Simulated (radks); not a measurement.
Values are calculated unless marked as measured or tabulated.
Effect of the nuclear size on neutral silver, [Kr] 4d10 5s1. Code: a radial shooting solver on a logarithmic mesh with Libxc functionals. Model: Dirac Kohn-Sham, PBE, spin-unpolarised, spherical densities, finite nucleus; Fermi nuclear charge, rms radius 4.5454 fm. The rms radius is varied about that value; shifts are against it.

| rms radius (fm) | total energy shift (eV) | density at nucleus (e/bohr^3) | 1s1/2 shift (meV) | 2s1/2 shift (meV) | 3p1/2 shift (meV) | 4s1/2 shift (meV) | 4p1/2 shift (meV) | 5s1/2 shift (meV) |
|---|---|---|---|---|---|---|---|---|
| 3.7045 | -0.953 | 1.498e+05 | -401 | -44.9 | 0.503 | -1.56 | 0.093 | -0.082 |
| 4.2363 | -0.370 | 1.471e+05 | -156 | -17.4 | 0.195 | -0.605 | 0.036 | -0.032 |
| 4.5454 | 0 | 1.457e+05 | 0.000 | 0.000 | 0.000 | 0.000 | 0.000 | 0.000 |
| 4.8909 | 0.440 | 1.443e+05 | 185 | 20.7 | -0.232 | 0.720 | -0.043 | 0.038 |
| 5.6227 | 1.46 | 1.416e+05 | 616 | 68.9 | -0.773 | 2.39 | -0.143 | 0.125 |

Slopes of the eigenvalues against <r^2> in GHz/fm^2, as finite differences over the two radii next to the reference (eigenvalue slopes, not the field-shift constants of lines): 1s1/2 13800, 2s1/2 1540, 3p1/2 -17.3, 4s1/2 53.6, 4p1/2 -3.21, 5s1/2 2.81.
